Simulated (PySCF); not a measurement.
SnH4, SMILES [SnH4].

The structure is a stationary point at PBE0-D3(BJ)/def2-TZVPD. The isomer is the one that the SMILES or the coordinates give; other isomers of the formula were not compared. The def2 effective core potentials stand for the cores of Sn; spin–orbit coupling is left out.

Two levels are set side by side: PBE/def2-TZVPD (PySCF) and HF/def2-TZVPD (PySCF). Same geometry, gas phase. Differences are taken from unrounded values.

```
quantity                       PBE
---------------------------  -----
orbital gap (eV)              7.12
highest occupied level (eV)  -7.94
lowest empty level (eV)      -0.82
mean polarisability (bohr³)   46.4
```

### Question
These are the PBE values. What does HF give? (The exact figures need the calculation; the answer reports its results.)

### Answer

```json
[
 {"quantity": "orbital gap (eV)", "HF": "13.81", "PBE minus HF": "-6.69"},
 {"quantity": "highest occupied level (eV)", "HF": "-12.18", "PBE minus HF": "4.24"},
 {"quantity": "lowest empty level (eV)", "HF": "1.63", "PBE minus HF": "-2.44"},
 {"quantity": "mean polarisability (bohr³)", "HF": "42.1", "PBE minus HF": "4.3"}
]
```

PBE's occupied levels lie high since its potential decays too fast outside the molecule; exact exchange lowers them and widens the gap. Loosely held outer electrons make PBE densities more polarisable. Differences between two approximate levels are no errors against the true value.

Rough cost on one machine, each run with all the roots and properties that it gave: HF against PBE about 1/5.
